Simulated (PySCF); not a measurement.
AlGe⁺: energy against distance

Set-up: Al def2-SVP, Ge def2-SVP; no relativity (PySCF 2.14). Energies in eV from Al⁺ + Ge in their ground configurations at the same level. State: ³Π (triplet), unpaired electrons σ ↑, π ↑.

```json
{"R (Å)": "2.437", "ROHF-CCSD(T)": "", "BP86": "-0.893"}
{"R (Å)": "2.551", "ROHF-CCSD(T)": "-0.5856", "BP86": "-1.072"}
{"R (Å)": "2.664", "ROHF-CCSD(T)": "-0.6925", "BP86": "-1.166"}
{"R (Å)": "2.749", "ROHF-CCSD(T)": "-0.7344", "BP86": "-1.199"}
{"R (Å)": "2.834", "ROHF-CCSD(T)": "-0.7532", "BP86": "-1.208"}
{"R (Å)": "2.919", "ROHF-CCSD(T)": "-0.7554", "BP86": "-1.202"}
{"R (Å)": "3.032", "ROHF-CCSD(T)": "-0.7403", "BP86": "-1.176"}
{"R (Å)": "3.174", "ROHF-CCSD(T)": "-0.7039", "BP86": "-1.128"}
{"R (Å)": "3.344", "ROHF-CCSD(T)": "-0.6475", "BP86": "-1.061"}
{"R (Å)": "3.571", "ROHF-CCSD(T)": "", "BP86": "-0.970"}
```

Question: Put a parabola through the three lowest points of the ROHF-CCSD(T) curve and estimate Re, k and ωe (reduced mass 19.77 u; 1 eV/Å² = 0.16022 mdyn/Å; ωe = 1302.8·√(k/μ) cm⁻¹).

Answer: Through R = 2.834, 2.919, 3.032 Å the second-order coefficient is 0.806 eV/Å², so Re ≈ 2.893 Å, k ≈ 0.258 mdyn/Å and ωe ≈ 149 cm⁻¹. A polynomial fit of higher order to the unrounded ROHF-CCSD(T) energies gives Re = 2.888 Å, k = 0.296 mdyn/Å, ωe = 160 cm⁻¹; anharmonicity and rounding make the difference.

The higher-order fit for each curve: ROHF-CCSD(T): Re = 2.888 Å, ωe = 160 cm⁻¹, De = 0.76 eV; BP86: Re = 2.837 Å, ωe = 174 cm⁻¹, De = 1.21 eV.

Correlated steps freeze 14 core orbitals. Correlated levels converge slowly with the basis: in double zeta they bind strong bonds too weakly, by up to about 1 eV, and carry superposition errors of some tenths. Spin–orbit coupling is left out. For an ion De counts to the pair picked by the measured ionisation energies or electron affinities, which need not be the lowest pair at this level. The state is the lowest determinant that a PBE0 search found; another state may lie lower at other levels.
